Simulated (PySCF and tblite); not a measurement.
C4H4F6, numbered as in [F:1][C:2]([F:3])([F:4])[CH2:5][CH2:6][C:7]([F:8])([F:9])[F:10].

The ensemble was built from 90 distance-geometry starts (ETKDG and KDG, MMFF94s, GFN2-xTB) and rests on PBE0-D3(BJ)/def2-SVP geometries. Free energies are PBE0-D3(BJ)/def2-SVPD single points with GFN2-xTB rigid-rotor and vibrational terms (modes under about 100 cm⁻¹ blended into free rotors). Symmetry numbers and mirror images are counted. Conformers within 4 kcal/mol (GFN2-xTB free energy) were kept, 5 at most. Couplings: B3LYP/pcSseg-1 with pcJ-1 on H, F (gas phase; spin-dipole term only for pairs with B, N, F, Si or P). Couplings are for ¹⁹F, ¹H; a prime marks the second kind of pair between the same two sets of atoms. (PySCF 2.14, tblite 0.8.)

Torsions listed: C2–C5–C6–C7. Of a mirror pair one member is shown.

```csv
conformer,shape,weight %
1,180°,98.2
2,71°,1.8
```

Problem. Give the couplings in each conformer and the averages at 298.15 K (pairs that fast motion interchanges averaged).

Solution. 
```tsv
coupling	pairs	1	2	average (Hz)
³J(F1,H5)	12	9.5	9.8	9.5
²J(H5,H5)	2	-15.7	-17.1	-15.7
³J(H5,H6)	2	15.9	2.7	15.7
³J(H5,H6′)	2	4.2	11.3	4.4
```

Computed couplings to fluorine can be off by tens of per cent at such levels.

F–F couplings are left out: such levels miss them by tens of Hz and can give the wrong sign.
